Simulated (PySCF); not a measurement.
A structure optimised at PBE0-D3(BJ)/def2-SVP, used in a PySCF frequency run:

```
Si
F 1 1.6087
F 1 1.6087 2 106.31
C 1 1.8359 2 111.11 3 -121.01
H 4 1.0999 1 110.42 2 179.12
H 4 1.0999 5 108.43 1 -121.09
H 4 1.1005 5 108.62 6 -117.86
Cl 1 2.0404 2 107.75 3 115.29
```
Charge 0, spin multiplicity 1.

Task: Write its SMILES, formula and point group.

Result: C[Si](F)(F)Cl, CH3ClF2Si, Cs

Task: What are its rotational constants (standard atomic weights)?

Result: 3.6614, 2.3482, 2.2552 GHz
